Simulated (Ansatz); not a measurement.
lead atom (Pb), triplet (core potentials on Pb). Base run: HF/def2-SVP run with Ansatz (a quantum-chemistry and plane-wave program).

Input for Ansatz:
Ansatz 0.2 input:
```yaml
crystal:
  periodic: [false, false, false]
  atoms:
    - {symbol: Pb, position_ang: [0.00000000, 0.00000000, 0.00000000]}
basis:
  gaussian:
    orbitals: def2-SVP
hamiltonian:
  xc: hf
magnetization: {spin_polarized: true, initial_magnetization: 2}
```

The base run was repeated with changes; each row names its change, and settings that it needs were set with it.

```tsv
change	basis functions	E (Eh)
base	26	-191.83338
basis = def2-SV(P)	26	-191.83338
basis = def2-SVPD	___	___
basis = def2-TZVPP	50	-191.83552
basis = def2-TZVP	50	-191.83552
basis = def2-TZVPD	56	-191.83554
basis = def2-QZVP	82	-191.83620
basis = def2-QZVPP	82	-191.83620
```

Task: Some entries are withheld; supply them.

Result: 
- basis = def2-SVPD, basis functions: 32
- basis = def2-SVPD, E (Eh): -191.83350

Totals compare only among sets that treat the same electrons; sets with core potentials leave the core out.
